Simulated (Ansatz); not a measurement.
One change: `C=[C](C)[InH2]` becomes `C=[C](C)[AlH][CH3]`.

Ansatz, PBE0-D4/def2-TZVP geometries, multiplicity 1. Each molecule was computed in one conformer, which needn't be the lowest.

Elements past krypton have def2 core potentials.

| property | `C=[C](C)[InH2]` |
| --- | --- |
| HOMO–LUMO gap (B3LYP/def2-TZVPP) / eV | 5.18 |
| LUMO energy (B3LYP/def2-TZVPP) / eV | -1.98 |
| LUMO energy (ωB97M-V/def2-TZVPP) / eV | -0.21 |
| HOMO energy (ωB97M-V/def2-TZVPP) / eV | -9.49 |
| HOMO–LUMO gap (PBE/def2-TZVPP) / eV | 3.73 |
| size of the dipole moment (B3LYP/def2-TZVPP) / D | 0.75 |

Question: What does the change do to each property? (Estimate.)

Answer: The calculation gave: 
```json
{"property": "HOMO–LUMO gap (B3LYP/def2-TZVPP) / eV", "`C=[C](C)[AlH][CH3]`": "5.89", "shift": "0.71"}
{"property": "LUMO energy (B3LYP/def2-TZVPP) / eV", "`C=[C](C)[AlH][CH3]`": "-1.37", "shift": "0.61"}
{"property": "LUMO energy (ωB97M-V/def2-TZVPP) / eV", "`C=[C](C)[AlH][CH3]`": "0.51", "shift": "0.72"}
{"property": "HOMO energy (ωB97M-V/def2-TZVPP) / eV", "`C=[C](C)[AlH][CH3]`": "-9.72", "shift": "-0.23"}
{"property": "HOMO–LUMO gap (PBE/def2-TZVPP) / eV", "`C=[C](C)[AlH][CH3]`": "4.29", "shift": "0.56"}
{"property": "size of the dipole moment (B3LYP/def2-TZVPP) / D", "`C=[C](C)[AlH][CH3]`": "0.86", "shift": "0.11"}
```

With PBE0 the HOMO falls by 0.15 eV and the LUMO rises by 0.55 eV, so the gap widens by about 0.70 eV. PBE moves the HOMO by -0.08 eV and ωB97M-V by -0.23 eV. Dipoles are sizes alone; their direction can turn.

Positive LUMOs are unbound, so they and the gaps depend on the basis.

B3LYP here is the variant with VWN-RPA as its local correlation; programs differ in this.
